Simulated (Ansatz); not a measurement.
`CCC(CC(C)c1ccc(Cl)cc1)c1ccc(Cl)cc1`. Total charge 0; singlet. Geometry r2SCAN-D4/def2-SVP.

```xyz
40

C    -1.837    0.113    3.705
C    -1.970    0.041    2.190
C    -0.675    0.394    1.434
C    -0.930    0.418   -0.083
C     0.298    0.738   -0.955
C     0.892    2.116   -0.645
C    -0.055    0.582   -2.421
C     0.433   -0.506   -3.161
C     0.099   -0.685   -4.506
C    -0.743    0.243   -5.126
Cl   -1.169    0.035   -6.804
C    -1.247    1.337   -4.416
C    -0.900    1.497   -3.073
C     0.462   -0.538    1.801
C     1.589   -0.073    2.494
C     2.642   -0.925    2.837
C     2.568   -2.273    2.481
Cl    3.873   -3.350    2.898
C     1.456   -2.770    1.793
C     0.416   -1.901    1.461
H    -1.525    1.120    4.030
H    -1.087   -0.602    4.079
H    -2.794   -0.115    4.201
H    -2.295   -0.972    1.887
H    -2.766    0.727    1.848
H    -0.380    1.411    1.753
H    -1.727    1.155   -0.294
H    -1.339   -0.561   -0.396
H     1.070   -0.019   -0.730
H     0.137    2.915   -0.740
H     1.289    2.154    0.381
H     1.719    2.350   -1.332
H     1.093   -1.233   -2.675
H     0.486   -1.535   -5.075
H    -1.905    2.053   -4.916
H    -1.301    2.357   -2.526
H     1.646    0.984    2.777
H     3.516   -0.552    3.377
H     1.413   -3.828    1.524
H    -0.450   -2.300    0.922
```

B3LYP takes the VWN-RPA correlation. HSE06 is defined as in plane-wave codes, on full-range PBE exchange. Single mean-field runs in def2-TZVP are fitted with def2-universal-jkfit.

(1) Estimate the orbital energies around the gap (eV) in Ansatz with r2SCAN-D4/def2-TZVP, B3LYP-D4/6-31G, PBE0-D4/def2-SVP, PBE0-D4/def2-TZVP, HSE06-D4/def2-TZVP.

## Answers

(1) 
```json
{"orbital": "HOMO−5", "r2SCAN-D4/def2-TZVP": "-7.82", "B3LYP-D4/6-31G": "-8.57", "PBE0-D4/def2-SVP": "-8.80", "PBE0-D4/def2-TZVP": "-8.93", "HSE06-D4/def2-TZVP": "-8.52"}
{"orbital": "HOMO−4", "r2SCAN-D4/def2-TZVP": "-7.72", "B3LYP-D4/6-31G": "-8.48", "PBE0-D4/def2-SVP": "-8.71", "PBE0-D4/def2-TZVP": "-8.84", "HSE06-D4/def2-TZVP": "-8.43"}
{"orbital": "HOMO−3", "r2SCAN-D4/def2-TZVP": "-6.88", "B3LYP-D4/6-31G": "-7.30", "PBE0-D4/def2-SVP": "-7.67", "PBE0-D4/def2-TZVP": "-7.69", "HSE06-D4/def2-TZVP": "-7.29"}
{"orbital": "HOMO−2", "r2SCAN-D4/def2-TZVP": "-6.76", "B3LYP-D4/6-31G": "-7.18", "PBE0-D4/def2-SVP": "-7.55", "PBE0-D4/def2-TZVP": "-7.57", "HSE06-D4/def2-TZVP": "-7.17"}
{"orbital": "HOMO−1", "r2SCAN-D4/def2-TZVP": "-6.19", "B3LYP-D4/6-31G": "-6.66", "PBE0-D4/def2-SVP": "-6.96", "PBE0-D4/def2-TZVP": "-7.01", "HSE06-D4/def2-TZVP": "-6.62"}
{"orbital": "HOMO", "r2SCAN-D4/def2-TZVP": "-6.01", "B3LYP-D4/6-31G": "-6.48", "PBE0-D4/def2-SVP": "-6.79", "PBE0-D4/def2-TZVP": "-6.83", "HSE06-D4/def2-TZVP": "-6.44"}
{"orbital": "LUMO", "r2SCAN-D4/def2-TZVP": "-1.47", "B3LYP-D4/6-31G": "-0.48", "PBE0-D4/def2-SVP": "-0.60", "PBE0-D4/def2-TZVP": "-0.73", "HSE06-D4/def2-TZVP": "-1.11"}
{"orbital": "LUMO+1", "r2SCAN-D4/def2-TZVP": "-1.35", "B3LYP-D4/6-31G": "-0.37", "PBE0-D4/def2-SVP": "-0.48", "PBE0-D4/def2-TZVP": "-0.62", "HSE06-D4/def2-TZVP": "-0.99"}
{"orbital": "LUMO+2", "r2SCAN-D4/def2-TZVP": "-1.30", "B3LYP-D4/6-31G": "-0.32", "PBE0-D4/def2-SVP": "-0.43", "PBE0-D4/def2-TZVP": "-0.57", "HSE06-D4/def2-TZVP": "-0.94"}
{"orbital": "LUMO+3", "r2SCAN-D4/def2-TZVP": "-1.16", "B3LYP-D4/6-31G": "-0.20", "PBE0-D4/def2-SVP": "-0.31", "PBE0-D4/def2-TZVP": "-0.44", "HSE06-D4/def2-TZVP": "-0.82"}
{"orbital": "LUMO+4", "r2SCAN-D4/def2-TZVP": "-0.02", "B3LYP-D4/6-31G": "0.99", "PBE0-D4/def2-SVP": "1.11", "PBE0-D4/def2-TZVP": "0.64", "HSE06-D4/def2-TZVP": "0.26"}
{"orbital": "LUMO+5", "r2SCAN-D4/def2-TZVP": "0.09", "B3LYP-D4/6-31G": "1.11", "PBE0-D4/def2-SVP": "1.30", "PBE0-D4/def2-TZVP": "0.84", "HSE06-D4/def2-TZVP": "0.46"}
```
